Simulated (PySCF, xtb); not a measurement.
Sn(OH)2(PH2)2 (H6O2P2Sn), SMILES [OH][Sn]([OH])([PH2])[PH2]. One conformer was computed; it need not be the lowest.

Harmonic wavenumbers (cm⁻¹) from GFN2-xTB (xtb) at its own minimum, in rising order: 45, 57, 72, 73, 103, 119, 145, 182, 230, 281, 303, 416, 428, 570, 592, 612, 617, 725, 732, 1117, 1119, 2254, 2262, 2336, 2344, 3683, 3685.

Question: What does B3LYP-D3(BJ)/def2-SVP in PySCF give at its own minimum? (The exact figures need the calculation; the answer reports its results.)

Answer: 60, 67, 75, 103, 121, 152, 170, 196, 277, 284, 322, 599, 604, 619, 635, 660, 669, 829, 832, 1096, 1098, 2367, 2369, 2381, 2382, 3817, 3818. Paired by order, the mean absolute difference is 59 cm⁻¹ and the zero-point energies are 35.9 and 38.0 kcal/mol.
